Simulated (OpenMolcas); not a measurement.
## Co4+ in a point-charge field

Co4+ among 4 point charges of -1.5 e arranged as a tetrahedron (Td), 1.73 Å from the ion.

```yaml
Program: OpenMolcas 26.06
Method: CASSCF
Basis: ANO-RCC-VDZP [5s4p2d1f]
Scalar_Hamiltonian: DKH2, point nucleus
Active_space: 5 electrons in 5 orbitals (3d)
State_averaging: 2S+1 = 6 even, 1 root; 2S+1 = 4 even, 24 roots; 2S+1 = 2 even, 75 roots
Spin-orbit_coupling: state interaction with AMFI integrals over the reference wave functions
```

The lowest spin-free states (labels of Td), above the lowest:

```tsv
State	Degeneracy	E (cm-1)	Free-ion L (%)
6A1	1	0.0	S (100)
4T1	3	41983	G (97)
4A1	1	42196	G (100)
2S+1 = 4	5	42225	G (100)
4T1	3	49004	P (97)
4T2	3	52407	D (100)
4E	2	52413	D (100)
2T2	3	59881	I (98)
2T1	3	59984	I (99)
2A2	1	60011	I (98)
2A1	1	60101	I (100)
2T2	3	60109	I (99)
2E	2	60154	I (100)
2T2	3	67492	D (74)
2E	2	68260	D (98)
2T1	3	69509	F (99)
2A2	1	69696	F (98)
2T2	3	70138	F (74)
4A2	1	70443	F (100)
4T2	3	70722	F (100)
```

The lowest levels with spin-orbit coupling:

```tsv
E (cm-1)	Degeneracy	Label	2S+1	g
0.0	6		6	
41946	4	Γ8	4	
41964	2	Γ6	4	2.64 2.64 2.64
41986	2	Γ7	4	2.39 2.39 2.39
42002	4	Γ8	4	
42183	4	Γ8	4	
42198	2	Γ6	4	1.48 1.48 1.48
42199	2	Γ7	4	2.34 2.34 2.34
42211	4	Γ8	4	
42216	4	Γ8	4	
42240	2	Γ6	4	3.84 3.84 3.84
42243	2	Γ7	4	2.06 2.06 2.06
42261	4	Γ8	4	
48659	2	Γ7	4	2.62 2.62 2.62
48664	4	Γ8	4	
48790	4	Γ8	4	
48949	2	Γ6	4	2.62 2.62 2.62
52299	2	Γ7	4	4.40 4.40 4.40
52387	4	Γ8	4	
52433	2	Γ6	4	3.02 3.02 3.02
```

Powder χT (cm3 K/mol): 4.39 at 2 K, 4.39 at 10 K, 4.39 at 50 K, 4.39 at 100 K, 4.39 at 200 K, 4.39 at 300 K. The effective moment at 300 K is 2.828 √(χT) = 5.92 μB.

The lowest level has 2S+1 = 6, for which the spin-only value is χT = S(S+1) / 2 = 4.375 cm3 K/mol (g = 2). The computed 4.385 at 300 K differs by +0.010, little more than the free-electron g of 2.0023 accounts for.

Without dynamic correlation the repulsion within the d shell is too large (B by tens of per cent), so at a given field states of lower spin stand too high. This is an electrostatic model: the charges have no orbitals. A group larger than the point group allows holds several states that coincide in this model. No measured value stands beside these numbers.

The RASSCF and RASSI steps took 21 s on 1 thread of Arm Neoverse V2 (shared host); the integral step is not counted.
